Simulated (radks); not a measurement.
The numbers below are computed, except where a source is named.
Task: These are the eigenvalues of the occupied orbitals of an atom or ion with whole-number occupations (eV). Code: a radial shooting solver on a logarithmic mesh with Libxc functionals. Model: scalar-relativistic Kohn-Sham, OLYP, spin-polarised, spherical densities, finite nucleus; Fermi nuclear charge, rms radius of each element as measured or else 0.836 A^(1/3) + 0.57 fm.

| orbital | eigenvalue |
|---|---|
| 1s up | -24727.87 |
| 1s down | -24727.84 |
| 2s up | -4085.221 |
| 2s down | -4083.008 |
| 2p up | -3722.478 |
| 2p down | -3720.825 |
| 3s up | -1154.266 |
| 3s down | -1151.669 |
| 3p up | -1034.544 |
| 3p down | -1031.882 |
| 3d up | -848.5782 |
| 3d down | -845.4214 |

Which element is it, and in what charge state? The configuration may be excited. Open shells, if any, are filled with parallel spins first.

Result: Z = 46, palladium, charge +19: Pd19+ in [Ar] 3d9. The list shows which subshells hold electrons but not how many an open one holds; the 1s level, -908.73 hartree, gives Z - s = 42.6 by -(Z - s)^2/2, which with screening and relativity narrows Z to a few neighbours, and the depths of the outer levels then fix element, charge and occupations together.
